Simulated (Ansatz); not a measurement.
Ansatz (an electronic-structure program) input (B3LYP/6-31G*):

Ansatz 0.2 input:
```yaml
crystal:
  periodic: [false, false, false]
  atoms:
    - {symbol: C, position_ang: [2.11683925, -0.19175474, 0.57694603]}
    - {symbol: Si, position_ang: [0.72237622, 0.77142344, -0.27084447]}
    - {symbol: B, position_ang: [-1.10454857, -0.32088436, -0.07713874]}
    - {symbol: O, position_ang: [-1.83008357, 0.38444218, -0.86328538]}
    - {symbol: O, position_ang: [-1.16563797, -1.40681789, 0.74502005]}
    - {symbol: H, position_ang: [2.27514907, -1.16230677, 0.09633413]}
    - {symbol: H, position_ang: [3.05105062, 0.38078121, 0.51409396]}
    - {symbol: H, position_ang: [1.88803505, -0.36722451, 1.63263247]}
    - {symbol: H, position_ang: [1.01339235, 0.97841063, -1.71179440]}
    - {symbol: H, position_ang: [0.50689329, 2.09118343, 0.37977924]}
    - {symbol: H, position_ang: [-2.06030778, -1.78681624, 0.75091757]}
basis:
  gaussian:
    orbitals: 6-31G*
hamiltonian:
  xc: {name: B3LYP}
magnetization: {spin_polarized: true, initial_magnetization: 1}
phonons: {temperatures: {t_min: 298.15, t_max: 298.15, t_step: 100}}
```

Output:

```
Functional definition: B3LYP
integrals: 0.04 GiB planned
973 factors; integrals over basis functions are off by at most 6.8e-4 eV
mean field: 0.55 GiB planned
mean field evaluation 1: about -13773.2415 eV, gradient 5.2e1 eV
mean field evaluation 2: about -13748.5648 eV, gradient 9.1e1 eV
mean field evaluation 4: about -13783.8120 eV, gradient 5.5e0 eV
mean field evaluation 8: about -13783.9442 eV, gradient 9.8e-2 eV
mean field evaluation 16: about -13783.9587 eV, gradient 9.8e-5 eV
mean field -13783.95872678 eV, -506.5511401065 hartree, gradient 1.2e-5 eV, S^2 0.754896; 0 other end points of the search recorded, 0 dependent functions left out
the calculation of the forces begins
reference -13783.95895071 eV, -506.5511483355 hartree; 24, 23 occupied and 67, 68 virtual orbitals, 973 factors
these checks for a lower state are left out or cut short: stability, starts, cluster_reference, orbital_swaps, neighbouring_geometries, increment
integrals: 0.04 GiB planned
973 factors; integrals over basis functions are off by at most 6.8e-4 eV
mean field: 0.55 GiB planned
mean field -13783.95859676 eV, -506.5511353284 hartree, gradient 2.3e-6 eV, S^2 0.754901; 0 other end points of the search recorded, 0 dependent functions left out
the calculation of the forces begins
reference -13783.95882069 eV, -506.5511435575 hartree; 24, 23 occupied and 67, 68 virtual orbitals, 973 factors
these checks for a lower state are left out or cut short: stability, starts, cluster_reference, orbital_swaps, neighbouring_geometries, increment
integrals: 0.04 GiB planned
973 factors; integrals over basis functions are off by at most 6.7e-4 eV
mean field: 0.55 GiB planned
mean field -13783.95859678 eV, -506.5511353288 hartree, gradient 2.2e-6 eV, S^2 0.754892; 0 other end points of the search recorded, 0 dependent functions left out
the calculation of the forces begins
reference -13783.95882069 eV, -506.5511435576 hartree; 24, 23 occupied and 67, 68 virtual orbitals, 973 factors
these checks for a lower state are left out or cut short: stability, starts, cluster_reference, orbital_swaps, neighbouring_geometries, increment
integrals: 0.04 GiB planned
973 factors; integrals over basis functions are off by at most 6.8e-4 eV
mean field: 0.55 GiB planned
mean field evaluation 32: about -13783.9441 eV, gradient 1.0e-1 eV
mean field -13783.95857588 eV, -506.5511345609 hartree, gradient 2.8e-6 eV, S^2 0.754898; 0 other end points of the search recorded, 0 dependent functions left out
the calculation of the forces begins
reference -13783.95879979 eV, -506.5511427893 hartree; 24, 23 occupied and 67, 68 virtual orbitals, 973 factors
these checks for a lower state are left out or cut short: stability, starts, cluster_reference, orbital_swaps, neighbouring_geometries, increment
integrals: 0.04 GiB planned
973 factors; integrals over basis functions are off by at most 6.8e-4 eV
mean field: 0.55 GiB planned
mean field -13783.95858187 eV, -506.5511347809 hartree, gradient 1.2e-6 eV, S^2 0.754895; 0 other end points of the search recorded, 0 dependent functions left out
the calculation of the forces begins
reference -13783.95880580 eV, -506.5511430104 hartree; 24, 23 occupied and 67, 68 virtual orbitals, 973 factors
these checks for a lower state are left out or cut short: stability, starts, cluster_reference, orbital_swaps, neighbouring_geometries, increment
integrals: 0.04 GiB planned
973 factors; integrals over basis functions are off by at most 6.8e-4 eV
mean field: 0.55 GiB planned
mean field -13783.95857587 eV, -506.5511345605 hartree, gradient 1.0e-6 eV, S^2 0.754897; 0 other end points of the search recorded, 0 dependent functions left out
the calculation of the forces begins
reference -13783.95879980 eV, -506.5511427898 hartree; 24, 23 occupied and 67, 68 virtual orbitals, 973 factors
these checks for a lower state are left out or cut short: stability, starts, cluster_reference, orbital_swaps, neighbouring_geometries, increment
integrals: 0.04 GiB planned
973 factors; integrals over basis functions are off by at most 6.8e-4 eV
mean field: 0.55 GiB planned
mean field -13783.95857499 eV, -506.5511345281 hartree, gradient 1.6e-6 eV, S^2 0.754896; 0 other end points of the search recorded, 0 dependent functions left out
the calculation of the forces begins
reference -13783.95879890 eV, -506.5511427568 hartree; 24, 23 occupied and 67, 68 virtual orbitals, 973 factors
these checks for a lower state are left out or cut short: stability, starts, cluster_reference, orbital_swaps, neighbouring_geometries, increment
integrals: 0.04 GiB planned
973 factors; integrals over basis functions are off by at most 6.7e-4 eV
mean field: 0.55 GiB planned
mean field -13783.95866748 eV, -506.5511379273 hartree, gradient 1.4e-6 eV, S^2 0.754890; 0 other end points of the search recorded, 0 dependent functions left out
[...]
these checks for a lower state are left out or cut short: stability, starts, cluster_reference, orbital_swaps, neighbouring_geometries, increment
integrals: 0.04 GiB planned
973 factors; integrals over basis functions are off by at most 6.8e-4 eV
mean field: 0.55 GiB planned
mean field -13783.95871757 eV, -506.5511397678 hartree, gradient 2.9e-6 eV, S^2 0.754897; 0 other end points of the search recorded, 0 dependent functions left out
the calculation of the forces begins
reference -13783.95894147 eV, -506.5511479961 hartree; 24, 23 occupied and 67, 68 virtual orbitals, 973 factors
these checks for a lower state are left out or cut short: stability, starts, cluster_reference, orbital_swaps, neighbouring_geometries, increment
integrals: 0.04 GiB planned
973 factors; integrals over basis functions are off by at most 6.8e-4 eV
mean field: 0.55 GiB planned
mean field evaluation 352: about -13783.9587 eV, gradient 1.7e-6 eV
mean field -13783.95872219 eV, -506.5511399378 hartree, gradient 1.8e-6 eV, S^2 0.754896; 0 other end points of the search recorded, 0 dependent functions left out
the calculation of the forces begins
reference -13783.95894613 eV, -506.5511481673 hartree; 24, 23 occupied and 67, 68 virtual orbitals, 973 factors
these checks for a lower state are left out or cut short: stability, starts, cluster_reference, orbital_swaps, neighbouring_geometries, increment
integrals: 0.04 GiB planned
973 factors; integrals over basis functions are off by at most 6.8e-4 eV
mean field: 0.55 GiB planned
mean field -13783.95867927 eV, -506.5511383604 hartree, gradient 2.1e-6 eV, S^2 0.754897; 0 other end points of the search recorded, 0 dependent functions left out
the calculation of the forces begins
reference -13783.95890321 eV, -506.5511465899 hartree; 24, 23 occupied and 67, 68 virtual orbitals, 973 factors
these checks for a lower state are left out or cut short: stability, starts, cluster_reference, orbital_swaps, neighbouring_geometries, increment
integrals: 0.04 GiB planned
973 factors; integrals over basis functions are off by at most 6.7e-4 eV
mean field: 0.55 GiB planned
mean field -13783.95868280 eV, -506.5511384900 hartree, gradient 2.8e-6 eV, S^2 0.754895; 0 other end points of the search recorded, 0 dependent functions left out
the calculation of the forces begins
reference -13783.95890670 eV, -506.5511467184 hartree; 24, 23 occupied and 67, 68 virtual orbitals, 973 factors
these checks for a lower state are left out or cut short: stability, starts, cluster_reference, orbital_swaps, neighbouring_geometries, increment
integrals: 0.04 GiB planned
973 factors; integrals over basis functions are off by at most 6.8e-4 eV
mean field: 0.55 GiB planned
mean field -13783.95871029 eV, -506.5511395004 hartree, gradient 1.7e-6 eV, S^2 0.754896; 0 other end points of the search recorded, 0 dependent functions left out
the calculation of the forces begins
reference -13783.95893423 eV, -506.5511477298 hartree; 24, 23 occupied and 67, 68 virtual orbitals, 973 factors
these checks for a lower state are left out or cut short: stability, starts, cluster_reference, orbital_swaps, neighbouring_geometries, increment
integrals: 0.04 GiB planned
973 factors; integrals over basis functions are off by at most 6.7e-4 eV
mean field: 0.55 GiB planned
mean field -13783.95871138 eV, -506.5511395404 hartree, gradient 1.4e-6 eV, S^2 0.754897; 0 other end points of the search recorded, 0 dependent functions left out
the calculation of the forces begins
reference -13783.95893529 eV, -506.5511477688 hartree; 24, 23 occupied and 67, 68 virtual orbitals, 973 factors
these checks for a lower state are left out or cut short: stability, starts, cluster_reference, orbital_swaps, neighbouring_geometries, increment
integrals: 0.04 GiB planned
973 factors; integrals over basis functions are off by at most 6.8e-4 eV
mean field: 0.55 GiB planned
mean field -13783.95860048 eV, -506.5511354650 hartree, gradient 1.2e-6 eV, S^2 0.754896; 0 other end points of the search recorded, 0 dependent functions left out
the calculation of the forces begins
reference -13783.95882441 eV, -506.5511436942 hartree; 24, 23 occupied and 67, 68 virtual orbitals, 973 factors
these checks for a lower state are left out or cut short: stability, starts, cluster_reference, orbital_swaps, neighbouring_geometries, increment
integrals: 0.04 GiB planned
973 factors; integrals over basis functions are off by at most 6.8e-4 eV
mean field: 0.55 GiB planned
mean field evaluation 384: about -13783.9441 eV, gradient 1.1e-1 eV
mean field -13783.95859912 eV, -506.5511354151 hartree, gradient 3.0e-6 eV, S^2 0.754897; 0 other end points of the search recorded, 0 dependent functions left out
the calculation of the forces begins
reference -13783.95882303 eV, -506.5511436436 hartree; 24, 23 occupied and 67, 68 virtual orbitals, 973 factors
these checks for a lower state are left out or cut short: stability, starts, cluster_reference, orbital_swaps, neighbouring_geometries, increment
integrals: 0.04 GiB planned
973 factors; integrals over basis functions are off by at most 6.8e-4 eV
mean field: 0.55 GiB planned
mean field -13783.95869387 eV, -506.5511388971 hartree, gradient 2.5e-6 eV, S^2 0.754895; 0 other end points of the search recorded, 0 dependent functions left out
the calculation of the forces begins
reference -13783.95891777 eV, -506.5511471250 hartree; 24, 23 occupied and 67, 68 virtual orbitals, 973 factors
these checks for a lower state are left out or cut short: stability, starts, cluster_reference, orbital_swaps, neighbouring_geometries, increment
integrals: 0.04 GiB planned
973 factors; integrals over basis functions are off by at most 6.8e-4 eV
mean field: 0.55 GiB planned
mean field -13783.95869701 eV, -506.5511390124 hartree, gradient 2.9e-6 eV, S^2 0.754897; 0 other end points of the search recorded, 0 dependent functions left out
the calculation of the forces begins
reference -13783.95892096 eV, -506.5511472424 hartree; 24, 23 occupied and 67, 68 virtual orbitals, 973 factors
these checks for a lower state are left out or cut short: stability, starts, cluster_reference, orbital_swaps, neighbouring_geometries, increment
integrals: 0.04 GiB planned
973 factors; integrals over basis functions are off by at most 6.8e-4 eV
mean field: 0.55 GiB planned
mean field -13783.95872149 eV, -506.5511399121 hartree, gradient 1.9e-6 eV, S^2 0.754897; 0 other end points of the search recorded, 0 dependent functions left out
the calculation of the forces begins
reference -13783.95894544 eV, -506.5511481420 hartree; 24, 23 occupied and 67, 68 virtual orbitals, 973 factors
these checks for a lower state are left out or cut short: stability, starts, cluster_reference, orbital_swaps, neighbouring_geometries, increment
integrals: 0.04 GiB planned
973 factors; integrals over basis functions are off by at most 6.8e-4 eV
mean field: 0.55 GiB planned
mean field -13783.95872083 eV, -506.5511398878 hartree, gradient 2.1e-6 eV, S^2 0.754896; 0 other end points of the search recorded, 0 dependent functions left out
the calculation of the forces begins
reference -13783.95894473 eV, -506.5511481158 hartree; 24, 23 occupied and 67, 68 virtual orbitals, 973 factors
Total energy: -13783.95895071 eV, -506.5511483355 hartree
Atom 0 at     2.116839    -0.191755     0.576946 Å, force     0.000093    -0.001327     0.000389 eV/Å
Atom 1 at     0.722376     0.771423    -0.270844 Å, force     0.001722     0.000383    -0.001883 eV/Å
Atom 2 at    -1.104549    -0.320884    -0.077139 Å, force     0.001265     0.001754     0.002289 eV/Å
Atom 3 at    -1.830084     0.384442    -0.863285 Å, force    -0.000384    -0.002473     0.001349 eV/Å
Atom 4 at    -1.165638    -1.406818     0.745020 Å, force    -0.002362     0.001673    -0.002362 eV/Å
Atom 5 at     2.275149    -1.162307     0.096334 Å, force    -0.000062     0.001102     0.000700 eV/Å
Atom 6 at     3.051051     0.380781     0.514094 Å, force    -0.000949    -0.000316     0.000044 eV/Å
Atom 7 at     1.888035    -0.367225     1.632632 Å, force     0.000431     0.000166    -0.001029 eV/Å
Atom 8 at     1.013392     0.978411    -1.711794 Å, force     0.000645     0.000449     0.000586 eV/Å
Atom 9 at     0.506893     2.091183     0.379779 Å, force    -0.000930    -0.000759    -0.000215 eV/Å
Atom 10 at    -2.060308    -1.786816     0.750918 Å, force     0.000529    -0.000651     0.000133 eV/Å
Dipole moment:     0.195132    -0.293107     0.259829 e Å
Vibrations: 10.40 97.07 135.75 192.60 304.34 332.64 460.39 475.13 528.76 638.83 663.70 701.56 887.96 904.29 947.71 997.60 1073.74 1313.01 1480.09 1491.38 1645.26 2247.23 2267.01 3046.74 3124.48 3144.54 3722.25 cm⁻¹, zero-point energy 2.035476 eV
```

The blocks after the first are displaced geometries, from whose forces the wavenumbers follow.
